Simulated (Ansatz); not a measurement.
```tsv
atom	x (Å)	y (Å)	z (Å)
C	-0.0098	-0.4102	-0.0535
O	-0.0017	-0.3926	1.1441
N	-0.0041	0.6814	-0.8453
H	0.0070	-1.3582	-0.6472
H	0.0098	0.5952	-1.8611
H	-0.0077	1.6074	-0.4321
```

Basis set: def2-TZVP (spherical functions). Left uncorrelated: 3 orbitals. Charge 0, multiplicity 1.

Computed with Ansatz (development build ahead of 0.2.0); each method stands on the lowest determinant of its kind that the runs found. Restricted open shells among the atoms or ions are ROHF, correlated in semicanonical orbitals with singles.

The atomization energy at this shape (free ground-state atoms in the same class of orbitals less the molecule, no zero-point energy) of singlet CH₃NO:

```csv
method,atomization energy
RHF-MP2,556.96 kcal/mol
```

Q: What does RHF give?

A: 383.79 kcal/mol.
